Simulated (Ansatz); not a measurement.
CH₃Cl₃Si, triplet, at the geometry of the source list (a higher spin typed on purpose: for a closed-shell molecule this is an excited state); B97M-V/STO-3G run with Ansatz (a first-principles code).

Input for Ansatz:
Ansatz 0.2 input:
```yaml
crystal:
  periodic: [false, false, false]
  atoms:
    - {symbol: C, position_ang: [-1.04170000, -0.20300000, 0.03620000]}
    - {symbol: Si, position_ang: [0.82190000, 0.16020000, -0.02860000]}
    - {symbol: Cl, position_ang: [1.70540000, -1.00140000, -1.42920000]}
    - {symbol: Cl, position_ang: [1.13270000, 2.10330000, -0.49670000]}
    - {symbol: Cl, position_ang: [1.66510000, -0.22430000, 1.76940000]}
    - {symbol: H, position_ang: [-1.23160000, -1.24300000, 0.28650000]}
    - {symbol: H, position_ang: [-1.53670000, 0.41110000, 0.78330000]}
    - {symbol: H, position_ang: [-1.51520000, -0.00290000, -0.92090000]}
basis:
  gaussian:
    orbitals: STO-3G
hamiltonian:
  xc: {name: B97M-V}
magnetization: {spin_polarized: true, initial_magnetization: 2}
```

Output, abridged:

```
Functional definition: B97M-V
500 factors; integrals over basis functions are off by at most 2.4e-5 eV
mean field evaluation 1: about -46007.2957 eV, gradient 1.9e1 eV
mean field evaluation 2: about -46002.2423 eV, gradient 3.2e1 eV
mean field evaluation 4: about -46010.4731 eV, gradient 7.3e0 eV
mean field evaluation 8: about -46010.8045 eV, gradient 3.8e0 eV
mean field evaluation 16: about -46011.0076 eV, gradient 7.7e-2 eV
mean field evaluation 32: about -46010.4001 eV, gradient 5.2e0 eV
mean field evaluation 64: about -46010.9196 eV, gradient 1.0e0 eV
mean field evaluation 96: about -46010.8559 eV, gradient 1.6e0 eV
mean field -46011.00898497 eV, -1690.8733928158 hartree, gradient 9.4e-6 eV, S^2 2.001353; 10 other end points of the search recorded, 0 dependent functions left out
reference -46011.00901550 eV, -1690.8733939375 hartree; 38, 36 occupied and 6, 8 virtual orbitals, 500 factors
Total energy: -46011.00901550 eV, -1690.8733939375 hartree
```
